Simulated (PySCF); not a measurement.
# Radial density of Ce(3+) (cerium, charge +3)

UHF, [Xe] 4f1, 2F determinant. All numbers are calculated (PySCF 2.14, scalar relativity by spin-free X2C-1e, in x2c-TZVPPall (11s7p7d4f2g, 113 functions)).

| r (bohr) | 4πr²ρ (e/bohr) | 4πr²(ρα − ρβ) |
| --- | --- | --- |
| 0.0280 | 67.93 | 0.0006 |
| 0.0470 | 77.50 | 0.0009 |
| 0.0791 | 99.91 | -0.0017 |
| 0.133 | 73.47 | 0.0005 |
| 0.224 | 86.18 | 0.0848 |
| 0.377 | 35.18 | 0.4563 |
| 0.633 | 36.11 | 0.9527 |
| 1.07 | 12.16 | 0.7422 |
| 1.79 | 5.807 | 0.1841 |
| 3.01 | 0.4972 | 0.0018 |
| 5.07 | 0.001020 | 0.0001 |
| 8.53 | 2.343e-05 | 0.0000 |

Densities and radii are taken from the X2C orbitals without a picture-change correction, which distorts them close to the nucleus.

Spin-orbit coupling, absent here, splits the open shell strongly.
